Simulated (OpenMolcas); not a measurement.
Ta⁺.

```
Program             : OpenMolcas 26.06
Basis               : ANO-RCC-VTZP [8s7p5d3f2g1h]
Scalar Hamiltonian  : DKH2, point nucleus
Active space        : 4 electrons in 9 orbitals (RAS2 5d 6s; RAS3 6p, at most 2 electrons)
State averaging     : 2S+1 = 5 even, 15 roots; 2S+1 = 3 even, 90 roots kept (CI in the orbitals of an earlier block); 2S+1 = 1 even, 85 roots kept (CI in the orbitals of an earlier block, 77 in the spin-orbit step); 2S+1 = 5 odd, 59 roots (21 in the spin-orbit step); 2S+1 = 3 odd, 86 roots kept (CI in the orbitals of an earlier block, 12 in the spin-orbit step); 2S+1 = 1 odd, 57 roots kept (CI in the orbitals of an earlier block, 1 in the spin-orbit step)
Spin-orbit coupling : state interaction with AMFI integrals over the reference wave functions, term energies averaged over their components
```

Two sets of levels on these reference wave functions, in cm⁻¹ above 5d³ 6s ⁵F₁: one from RASSCF and one from MS-RASPT2, IPEA 0.25 Eh, imaginary shift 0.1 Eh (closed shells correlated: 5s 5p).

| Level | Set 1 | Set 2 |
| --- | --- | --- |
| 5d³ 6s ⁵F₁ | 0.0 | 0.0 |
| 5d³ 6s ⁵F₂ | 1081 | 1083 |
| 5d³ 6s ⁵F₃ | 2750 | 2690 |
| 5d³ 6s ⁵F₄ | 4580 | 4540 |
| 5d³ 6s ³P₀(1) | 3670 | 5740 |
| 5d² 6s² ³F₂ [69 %] | 3990 | 6180 |
| 5d³ 6s ⁵F₅ | 6440 | 6450 |
| 5d³ 6s ³P₁(1) | 4960 | 6920 |
| 5d² 6s² ³F₃ | 7310 | 9490 |
| 5d² 6s² ³F₄ | 10010 | 12150 |
| 5d³ 6s ⁵P₁ | 11190 | 12240 |
| 5d⁴ ⁵D₀ [73 %] | 12890 | 13360 |
| 5d³ 6s ⁵P₂ [53 %] | 12600 | 13850 |
| 5d⁴ ⁵D₁ | 13780 | 14140 |
| 5d⁴ ⁵D₂ | 14980 | 15030 |
| 5d⁴ ⁵D₃ [64 %] | 16370 | 16240 |

Problem. Which set is which?

Solution. Set 1 is MS-RASPT2. Its levels of the other terms of 5d³ 6s lie at 0.64 to 0.91 of the other set's values, as expected, since terms of lower spin or lower L gain more correlation energy than the Hund ground term. Against 7 measured levels (NIST Handbook of Basic Atomic Spectroscopic Data) the mean absolute deviation is 300 cm-1 with it and 1200 cm-1 without; single levels miss by up to 810 cm-1 with it.

CASPT2 does not keep the components of a term degenerate, so their means are used; among the terms shown or strongly mixed into the levels shown the widest spread is 660 cm-1 (5d³ 6s ⁵F, MS-RASPT2). Some high roots are left out of the spin-orbit mixing, which shifts the levels that they would mix with. Terms from blocks run as CI alone lack orbitals of their own. Configurations are named by rounded mean occupations; where the s occupation lies near a half they are strongly mixed, a name can repeat and a true partner stay unpaired. A single d shell beside an s shell can misplace configurations of different d count against each other. Without dynamic correlation excited terms often stand tens of per cent too high (terms of higher spin than the ground term too low), and those without a measured partner can miss by more than the paired ones (holds for RASSCF). Blocks of more than 70 roots (2S+1 = 3 even, 1 even) ran without multistate coupling (holds for MS-RASPT2). Computed and measured levels are paired by configuration, term and J; levels that our copy of the source lacks, or whose pairing is in doubt (as where it misses far off the trend of its configuration), stay unpaired and out of the deviations. Levels of configurations outside the active space are missing. The table leaves out levels that lie high or whose names do not pair safely across all columns.

A share in square brackets marks a mixed level and gives the weight of the term that names it, the lowest over the columns. A number in round brackets counts repeated terms of one configuration in the order of the reference energies.
